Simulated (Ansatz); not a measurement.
A short molecular-dynamics run on `O[SiH2][O][ZnH]`.

```yaml
crystal:
  periodic: [false, false, false]
  atoms:
    - {symbol: O, position_ang: [-0.927500, 0.767131, -0.641636]}
    - {symbol: Si, position_ang: [0.568257, 0.802993, 0.074194]}
    - {symbol: O, position_ang: [0.840677, -0.699512, 0.582737]}
    - {symbol: Zn, position_ang: [-0.248924, -2.102002, 0.406062]}
    - {symbol: H, position_ang: [-1.282729, 1.574021, -1.016036]}
    - {symbol: H, position_ang: [0.558973, 1.769378, 1.207589]}
    - {symbol: H, position_ang: [1.589708, 1.236327, -0.919503]}
    - {symbol: H, position_ang: [-1.098481, -3.348335, 0.306592]}
basis:
  gaussian: {orbitals: "6-31G*"}
hamiltonian: {xc: {name: BLYP}}
md: {timestep: 0.5 fs, n_steps: 50, ensemble: nvt_nose_hoover, temperature: 300, initial_velocities: maxwell_boltzmann, seed: 938}
```

```sh
$ ansatz run in.yaml --threads 4 --pin off --events-out ev --progress --plain --max-ram 10444MiB
```

```tsv
step	time (fs)	potential energy (eV)	kinetic (eV)	T (K)	conserved (eV)
0	0.0	-60450.5798	0.2327	300	-60450.3472
1	0.5	-60450.5869	0.2395	309	-60450.3474
2	1.0	-60450.5834	0.2360	304	-60450.3474
3	1.5	-60450.5697	0.2226	287	-60450.3471
4	2.0	-60450.5499	0.2031	262	-60450.3468
5	2.5	-60450.5291	0.1827	236	-60450.3465
6	3.0	-60450.5123	0.1661	214	-60450.3463
7	3.5	-60450.5027	0.1565	202	-60450.3462
8	4.0	-60450.5012	0.1549	200	-60450.3463
9	4.5	-60450.5062	0.1597	206	-60450.3465
10	5.0	-60450.5145	0.1677	216	-60450.3468
11	5.5	-60450.5215	0.1745	225	-60450.3470
12	6.0	-60450.5237	0.1767	228	-60450.3471
13	6.5	-60450.5197	0.1728	223	-60450.3470
14	7.0	-60450.5116	0.1650	213	-60450.3467
15	7.5	-60450.5042	0.1579	204	-60450.3464
16	8.0	-60450.5020	0.1559	201	-60450.3463
17	8.5	-60450.5066	0.1602	207	-60450.3465
18	9.0	-60450.5145	0.1678	216	-60450.3469
19	9.5	-60450.5201	0.1731	223	-60450.3472
20	10.0	-60450.5184	0.1714	221	-60450.3473
21	10.5	-60450.5081	0.1613	208	-60450.3471
22	11.0	-60450.4915	0.1450	187	-60450.3468
23	11.5	-60450.4732	0.1271	164	-60450.3465
24	12.0	-60450.4584	0.1126	145	-60450.3462
25	12.5	-60450.4512	0.1056	136	-60450.3461
26	13.0	-60450.4534	0.1078	139	-60450.3462
27	13.5	-60450.4643	0.1185	153	-60450.3464
28	14.0	-60450.4806	0.1346	174	-60450.3467
29	14.5	-60450.4975	0.1512	195	-60450.3470
30	15.0	-60450.5099	0.1634	211	-60450.3472
31	15.5	-60450.5142	0.1677	216	-60450.3473
32	16.0	-60450.5100	0.1639	211	-60450.3471
33	16.5	-60450.5009	0.1552	200	-60450.3467
34	17.0	-60450.4924	0.1471	190	-60450.3464
35	17.5	-60450.4893	0.1440	186	-60450.3463
36	18.0	-60450.4920	0.1467	189	-60450.3466
37	18.5	-60450.4973	0.1516	196	-60450.3469
38	19.0	-60450.4999	0.1542	199	-60450.3471
39	19.5	-60450.4968	0.1512	195	-60450.3471
40	20.0	-60450.4880	0.1426	184	-60450.3469
41	20.5	-60450.4764	0.1314	169	-60450.3466
42	21.0	-60450.4665	0.1218	157	-60450.3464
43	21.5	-60450.4621	0.1177	152	-60450.3462
44	22.0	-60450.4657	0.1213	156	-60450.3462
45	22.5	-60450.4770	0.1326	171	-60450.3464
46	23.0	-60450.4935	0.1489	192	-60450.3467
47	23.5	-60450.5108	0.1660	214	-60450.3470
48	24.0	-60450.5234	0.1784	230	-60450.3473
49	24.5	-60450.5265	0.1815	234	-60450.3474
50	25.0	-60450.5185	0.1739	224	-60450.3473
```

Velocities are drawn at the set temperature; a run this short doesn't reach equilibrium.

Frames (Å, forces in eV/Å):

```xyz
8
time=0.0 fs
O    -0.927    0.767   -0.642   -0.550   -0.836   -0.057
Si    0.568    0.803    0.074    0.377    0.913   -0.046
O     0.841   -0.700    0.583    0.075   -1.435    0.396
Zn   -0.249   -2.102    0.406    0.151    0.287    0.002
H    -1.283    1.574   -1.016   -0.362    0.785   -0.372
H     0.559    1.769    1.208    0.054    0.156    0.198
H     1.590    1.236   -0.920    0.212    0.074   -0.127
H    -1.098   -3.348    0.307    0.043    0.055    0.007
8
time=1.0 fs
O    -0.930    0.769   -0.642   -0.928    0.223   -0.498
Si    0.569    0.800    0.074    0.318    1.374    0.069
O     0.838   -0.697    0.585    0.117   -1.571    0.428
Zn   -0.248   -2.102    0.406    0.093    0.189    0.021
H    -1.259    1.613   -1.026    0.058   -0.275    0.099
H     0.557    1.784    1.223    0.082   -0.104   -0.098
H     1.581    1.244   -0.935    0.163    0.023   -0.020
H    -1.097   -3.360    0.332    0.096    0.140   -0.002
8
time=2.0 fs
O    -0.934    0.771   -0.643   -1.109    1.080   -0.818
Si    0.570    0.797    0.074    0.256    1.751    0.131
O     0.836   -0.696    0.587    0.159   -1.650    0.447
Zn   -0.248   -2.103    0.405    0.038    0.095    0.043
H    -1.235    1.650   -1.035    0.308   -1.130    0.461
H     0.555    1.798    1.238    0.108   -0.324   -0.347
H     1.574    1.252   -0.951    0.101   -0.033    0.097
H    -1.095   -3.370    0.358    0.138    0.211   -0.015
8
time=3.0 fs
O    -0.938    0.773   -0.644   -1.044    1.510   -0.917
Si    0.572    0.795    0.074    0.177    1.997    0.139
O     0.833   -0.696    0.589    0.199   -1.665    0.449
Zn   -0.247   -2.103    0.404   -0.008    0.012    0.067
H    -1.208    1.676   -1.039    0.342   -1.543    0.610
H     0.555    1.809    1.250    0.127   -0.482   -0.524
H     1.569    1.260   -0.965    0.041   -0.088    0.207
H    -1.092   -3.378    0.384    0.165    0.260   -0.031
8
time=4.0 fs
O    -0.943    0.776   -0.646   -0.781    1.476   -0.790
Si    0.573    0.794    0.074    0.076    2.088    0.105
O     0.831   -0.697    0.591    0.237   -1.614    0.434
Zn   -0.246   -2.103    0.404   -0.042   -0.054    0.092
H    -1.178    1.687   -1.038    0.201   -1.473    0.536
H     0.556    1.816    1.257    0.141   -0.571   -0.623
H     1.563    1.267   -0.978   -0.006   -0.134    0.295
H    -1.086   -3.384    0.409    0.173    0.283   -0.048
8
time=5.0 fs
O    -0.948    0.781   -0.648   -0.383    0.971   -0.448
Si    0.574    0.793    0.074   -0.044    2.020    0.043
O     0.829   -0.699    0.594    0.271   -1.497    0.401
Zn   -0.246   -2.104    0.403   -0.062   -0.100    0.116
H    -1.146    1.685   -1.032   -0.059   -0.916    0.246
H     0.558    1.816    1.258    0.148   -0.588   -0.641
H     1.558    1.272   -0.988   -0.032   -0.167    0.350
H    -1.080   -3.386    0.434    0.162    0.276   -0.066
8
time=6.0 fs
O    -0.953    0.785   -0.651    0.063    0.064    0.062
Si    0.576    0.794    0.074   -0.177    1.804   -0.040
O     0.827   -0.701    0.597    0.301   -1.321    0.352
Zn   -0.245   -2.104    0.403   -0.069   -0.125    0.137
H    -1.115    1.674   -1.024   -0.365    0.054   -0.218
H     0.562    1.812    1.252    0.149   -0.533   -0.577
H     1.552    1.276   -0.995   -0.033   -0.183    0.367
H    -1.072   -3.387    0.459    0.132    0.241   -0.083
8
time=7.0 fs
O    -0.959    0.790   -0.653    0.436   -0.907    0.584
Si    0.577    0.794    0.074   -0.314    1.464   -0.145
O     0.825   -0.705    0.601    0.325   -1.098    0.288
Zn   -0.244   -2.105    0.402   -0.065   -0.131    0.154
H    -1.087    1.664   -1.017   -0.607    1.084   -0.699
H     0.567    1.802    1.242    0.146   -0.408   -0.431
H     1.546    1.278   -0.998   -0.008   -0.183    0.346
H    -1.062   -3.385    0.482    0.085    0.179   -0.097
8
time=8.0 fs
O    -0.964    0.795   -0.656    0.637   -1.306    0.845
Si    0.578    0.795    0.074   -0.451    1.031   -0.279
O     0.824   -0.709    0.604    0.345   -0.838    0.213
Zn   -0.244   -2.105    0.402   -0.053   -0.123    0.167
H    -1.065    1.664   -1.018   -0.689    1.524   -0.921
H     0.573    1.788    1.227    0.140   -0.216   -0.206
H     1.540    1.279   -0.998    0.044   -0.169    0.288
H    -1.052   -3.381    0.505    0.027    0.098   -0.107
8
time=9.0 fs
O    -0.969    0.798   -0.657    0.679   -0.793    0.697
Si    0.579    0.797    0.074   -0.586    0.543   -0.440
O     0.822   -0.714    0.608    0.358   -0.557    0.131
Zn   -0.243   -2.105    0.402   -0.038   -0.109    0.175
H    -1.050    1.678   -1.026   -0.626    1.027   -0.733
H     0.581    1.773    1.210    0.133    0.026    0.082
H     1.534    1.278   -0.995    0.117   -0.142    0.201
H    -1.041   -3.376    0.526   -0.039    0.005   -0.114
8
time=10.0 fs
O    -0.973    0.801   -0.659    0.663    0.227    0.306
Si    0.580    0.799    0.074   -0.713    0.045   -0.608
O     0.821   -0.719    0.611    0.367   -0.263    0.046
Zn   -0.242   -2.106    0.401   -0.027   -0.098    0.180
H    -1.040    1.701   -1.042   -0.513   -0.001   -0.296
H     0.590    1.757    1.194    0.126    0.287    0.394
H     1.529    1.275   -0.990    0.200   -0.110    0.097
H    -1.031   -3.372    0.547   -0.103   -0.088   -0.118
8
time=11.0 fs
O    -0.977    0.804   -0.660    0.659    1.139   -0.067
Si    0.580    0.801    0.074   -0.823   -0.405   -0.735
O     0.820   -0.724    0.615    0.370    0.032   -0.041
Zn   -0.242   -2.106    0.401   -0.028   -0.102    0.183
H    -1.035    1.724   -1.061   -0.417   -0.932    0.126
H     0.601    1.745    1.182    0.117    0.512    0.665
H     1.526    1.271   -0.984    0.280   -0.076   -0.010
H    -1.022   -3.368    0.566   -0.157   -0.167   -0.121
8
time=12.0 fs
O    -0.981    0.808   -0.661    0.686    1.638   -0.279
Si    0.581    0.802    0.073   -0.903   -0.745   -0.764
O     0.820   -0.729    0.619    0.370    0.319   -0.127
Zn   -0.241   -2.107    0.400   -0.045   -0.132    0.188
H    -1.034    1.739   -1.078   -0.357   -1.453    0.387
H     0.612    1.737    1.176    0.104    0.641    0.820
H     1.526    1.267   -0.978    0.339   -0.047   -0.102
H    -1.014   -3.366    0.584   -0.195   -0.220   -0.125
8
time=13.0 fs
O    -0.984    0.813   -0.662    0.744    1.669   -0.288
Si    0.580    0.804    0.072   -0.937   -0.930   -0.658
O     0.819   -0.734    0.622    0.367    0.592   -0.209
Zn   -0.240   -2.107    0.400   -0.082   -0.194    0.197
H    -1.037    1.740   -1.092   -0.329   -1.502    0.443
H     0.624    1.735    1.178    0.084    0.633    0.809
H     1.530    1.262   -0.974    0.362   -0.030   -0.162
H    -1.008   -3.366    0.601   -0.210   -0.238   -0.132
8
time=14.0 fs
O    -0.986    0.819   -0.664    0.832    1.237   -0.077
Si    0.580    0.805    0.071   -0.913   -0.954   -0.432
O     0.819   -0.738    0.626    0.359    0.841   -0.285
Zn   -0.240   -2.108    0.400   -0.139   -0.286    0.210
H    -1.043    1.727   -1.102   -0.332   -1.084    0.276
H     0.638    1.739    1.187    0.054    0.492    0.632
H     1.536    1.257   -0.971    0.342   -0.027   -0.180
H    -1.004   -3.368    0.617   -0.202   -0.219   -0.145
8
time=15.0 fs
O    -0.989    0.826   -0.665    0.949    0.384    0.357
Si    0.579    0.805    0.070   -0.831   -0.851   -0.143
O     0.819   -0.742    0.629    0.345    1.060   -0.355
Zn   -0.239   -2.108    0.400   -0.210   -0.402    0.230
H    -1.052    1.704   -1.109   -0.367   -0.248   -0.115
H     0.651    1.748    1.203    0.012    0.263    0.342
H     1.546    1.252   -0.969    0.276   -0.040   -0.154
H    -1.002   -3.372    0.631   -0.174   -0.166   -0.162
8
time=16.0 fs
O    -0.990    0.833   -0.666    1.081   -0.650    0.917
Si    0.578    0.806    0.068   -0.699   -0.672    0.139
O     0.819   -0.746    0.632    0.321    1.240   -0.416
Zn   -0.239   -2.109    0.399   -0.286   -0.528    0.254
H    -1.065    1.679   -1.118   -0.423    0.758   -0.631
H     0.665    1.760    1.222   -0.038    0.006    0.015
H     1.559    1.246   -0.969    0.176   -0.064   -0.094
H    -1.002   -3.378    0.644   -0.131   -0.090   -0.184
8
time=17.0 fs
O    -0.991    0.839   -0.667    1.168   -1.316    1.308
Si    0.577    0.806    0.067   -0.532   -0.466    0.362
O     0.819   -0.749    0.635    0.286    1.376   -0.468
Zn   -0.238   -2.110    0.399   -0.358   -0.649    0.281
H    -1.081    1.660   -1.132   -0.449    1.378   -0.977
H     0.679    1.771    1.240   -0.090   -0.226   -0.285
H     1.573    1.240   -0.970    0.057   -0.093   -0.013
H    -1.003   -3.384    0.655   -0.081   -0.004   -0.208
8
time=18.0 fs
O    -0.991    0.845   -0.667    1.119   -1.146    1.214
Si    0.576    0.806    0.066   -0.346   -0.266    0.504
O     0.820   -0.750    0.638    0.240    1.463   -0.509
Zn   -0.238   -2.111    0.399   -0.417   -0.748    0.308
H    -1.102    1.655   -1.155   -0.363    1.142   -0.837
H     0.691    1.780    1.257   -0.138   -0.404   -0.519
H     1.588    1.233   -0.971   -0.063   -0.121    0.071
H    -1.005   -3.391    0.664   -0.032    0.080   -0.231
8
time=19.0 fs
O    -0.991    0.850   -0.666    0.907   -0.341    0.678
Si    0.574    0.806    0.065   -0.158   -0.101    0.567
O     0.821   -0.751    0.640    0.183    1.500   -0.540
Zn   -0.237   -2.111    0.399   -0.453   -0.814    0.332
H    -1.127    1.659   -1.187   -0.140    0.261   -0.259
H     0.703    1.786    1.268   -0.179   -0.514   -0.670
H     1.602    1.224   -0.971   -0.169   -0.142    0.141
H    -1.007   -3.397    0.671    0.010    0.151   -0.250
8
time=20.0 fs
O    -0.990    0.855   -0.665    0.614    0.494    0.044
Si    0.573    0.806    0.064    0.013    0.009    0.564
O     0.821   -0.752    0.642    0.116    1.487   -0.559
Zn   -0.237   -2.112    0.399   -0.464   -0.839    0.353
H    -1.152    1.667   -1.220    0.141   -0.649    0.409
H     0.712    1.786    1.273   -0.211   -0.553   -0.732
H     1.614    1.215   -0.970   -0.249   -0.150    0.185
H    -1.009   -3.401    0.676    0.040    0.201   -0.263
8
time=21.0 fs
O    -0.989    0.860   -0.664    0.349    0.987   -0.408
Si    0.571    0.806    0.063    0.149    0.048    0.502
O     0.822   -0.751    0.643    0.041    1.428   -0.569
Zn   -0.237   -2.114    0.399   -0.445   -0.820    0.368
H    -1.176    1.668   -1.250    0.383   -1.206    0.885
H     0.720    1.782    1.271   -0.232   -0.520   -0.706
H     1.624    1.204   -0.967   -0.299   -0.143    0.197
H    -1.010   -3.404    0.678    0.056    0.225   -0.270
8
time=22.0 fs
O    -0.987    0.865   -0.663    0.184    1.054   -0.563
Si    0.570    0.806    0.063    0.232    0.008    0.385
O     0.823   -0.749    0.645   -0.040    1.327   -0.569
Zn   -0.237   -2.115    0.399   -0.398   -0.755    0.378
H    -1.197    1.658   -1.272    0.523   -1.321    1.057
H     0.725    1.772    1.262   -0.242   -0.416   -0.592
H     1.632    1.191   -0.963   -0.314   -0.120    0.174
H    -1.011   -3.404    0.677    0.055    0.222   -0.269
8
time=23.0 fs
O    -0.986    0.872   -0.662    0.163    0.712   -0.378
Si    0.568    0.806    0.063    0.255   -0.111    0.212
O     0.824   -0.747    0.646   -0.124    1.188   -0.561
Zn   -0.236   -2.116    0.399   -0.323   -0.648    0.382
H    -1.213    1.636   -1.283    0.523   -1.007    0.883
H     0.728    1.759    1.248   -0.238   -0.242   -0.393
H     1.636    1.177   -0.956   -0.293   -0.083    0.116
H    -1.012   -3.403    0.674    0.039    0.192   -0.261
8
time=24.0 fs
O    -0.984    0.878   -0.662    0.311   -0.005    0.173
Si    0.567    0.806    0.062    0.218   -0.295   -0.012
O     0.825   -0.743    0.646   -0.209    1.014   -0.543
Zn   -0.236   -2.118    0.399   -0.226   -0.505    0.381
H    -1.224    1.604   -1.287    0.360   -0.305    0.338
H     0.729    1.743    1.230   -0.221   -0.007   -0.119
H     1.638    1.163   -0.949   -0.241   -0.034    0.029
H    -1.012   -3.399    0.668    0.008    0.137   -0.247
8
time=25.0 fs
O    -0.982    0.885   -0.661    0.588   -0.927    0.988
Si    0.566    0.805    0.062    0.142   -0.509   -0.268
O     0.826   -0.740    0.646   -0.292    0.813   -0.515
Zn   -0.236   -2.119    0.399   -0.113   -0.336    0.375
H    -1.231    1.569   -1.287    0.064    0.609   -0.476
H     0.728    1.727    1.210   -0.192    0.264    0.201
H     1.637    1.148   -0.941   -0.162    0.021   -0.078
H    -1.012   -3.394    0.660   -0.034    0.064   -0.228
```

Hardware: 4 threads of an Intel Xeon 6975P-C on a shared host. Wall time 24 s, peak host memory 0.44 GiB.
